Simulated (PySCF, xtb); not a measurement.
Pb(OMe)(NH2) (CH₅NOPb), SMILES [Pb]([O]C)[NH2] (connectivity only; charge and spin as stated), neutral, multiplicity 1. The values are those of a single conformer.

Harmonic wavenumbers (cm⁻¹) from GFN2-xTB in xtb at its own minimum, in rising order: 29, 81, 146, 203, 307, 332, 483, 507, 534, 1107, 1141, 1152, 1423, 1493, 1497, 1542, 2848, 2859, 2892, 3493, 3521.

Task: What does r2SCAN-D4/def2-SVP in PySCF give at its own minimum? (The exact figures need the calculation; the answer reports its results.)

Result: 96, 143, 154, 227, 270, 398, 465, 536, 566, 1119, 1166, 1178, 1456, 1464, 1471, 1493, 2914, 2970, 3027, 3537, 3658. Paired by order, the mean absolute difference is 49 cm⁻¹ and the zero-point energies are 39.4 and 40.5 kcal/mol.
